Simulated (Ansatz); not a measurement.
Ligand exchange: C2H5BrMg + SiH2(CH3)(NH2) → C2H7MgN + SiH2(CH3)Br

Species: C2H5BrMg `C[CH2][Mg][Br]`, singlet; SiH2(CH3)(NH2), singlet; C2H7MgN `C[CH2][Mg][NH2]`, singlet; SiH2(CH3)Br, singlet. The partners trade Br for NH2: Mg–Br and Si–NH2 bonds give way to Mg–NH2 and Si–Br.

Shapes, held fixed at every level: PBE0-D4/def2-TZVP. Flexible molecules stand in one conformer, not always the lowest. Programs: Ansatz 0.2.0. The zero-point and thermal change to 298 K, harmonic and unscaled (PBE0-D4/def2-TZVP), is -3.4 kJ/mol.

Q: Estimate ΔH(298 K) of this reaction.

A: The highest level, CCSD(T)/def2-TZVPP, gives ΔH(298 K) = +102.7 kJ/mol; the levels span +96.0 to +124.2. The column of differences is taken from that level and isn't an error. No measured value is set beside it here. Relativity is left out for Br. Outer-core shells of Br, Mg are correlated, in sets that cover them unevenly.

```
              level                   kind  ΔH(298 K) (kJ/mol)  less CCSD(T)/def2-TZVPP
        HF/def2-SVP           Hartree–Fock              +124.2                    +21.5
  PBE-D4/def2-TZVPP                    GGA               +96.0                     -6.7
BHLYP-D4/def2-TZVPP          global hybrid              +113.0                    +10.3
       MP2/def2-SVP    perturbation theory              +107.6                     +4.9
   CCSD(T)/def2-SVP  coupled cluster or CI              +108.2                     +5.5
    CCSD/def2-TZVPP  coupled cluster or CI              +105.6                     +2.9
 CCSD(T)/def2-TZVPP  coupled cluster or CI              +102.7                      0.0
```
